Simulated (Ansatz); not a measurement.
C$_{3}$H$_{6}$BN (`BNC#CC`). The species carries charge 0 and has multiplicity 1. Geometry: relaxed with PBE0-D4/def2-TZVP.

```xyz
11

B    -0.151   -0.560    2.495
N    -0.138   -1.084    1.194
C    -0.032   -0.383    0.043
C     0.062    0.233   -0.983
C     0.175    0.992   -2.214
H    -0.251   -1.335    3.397
H    -0.062    0.619    2.644
H    -0.212   -2.083    1.063
H     1.191    0.955   -2.617
H    -0.080    2.041   -2.044
H    -0.504    0.605   -2.978
```

Q: What is the dipole moment at PBE/def2-TZVPP? (Estimate.)

A: Ansatz gave: 1.73 D, with components (0.00, -0.69, -1.59) D in this frame, pointing from negative to positive charge.

Q: And with r2SCAN, B3LYP, ωB97M-V? (An estimate is asked.)

A: Computed: r2SCAN 1.60 D, B3LYP 1.54 D, ωB97M-V 1.48 D.

Q: Give the Mulliken charges with PBE, ωB97M-V, r2SCAN in def2-TZVPP. (An estimate is asked.)

A: Ansatz gave: 
```tsv
atom	PBE	ωB97M-V	r2SCAN
B1	-0.10	-0.14	-0.02
N2	-0.08	-0.18	-0.21
C3	0.36	0.22	0.45
C4	-0.42	-0.23	-0.41
C5	-0.29	-0.29	-0.20
H6	0.00	0.05	-0.01
H7	0.01	0.06	-0.01
H8	0.18	0.14	0.18
H9	0.11	0.13	0.07
H10	0.12	0.13	0.08
H11	0.11	0.12	0.07
```

B3LYP here is the variant with VWN-RPA as its local correlation; programs differ in this.
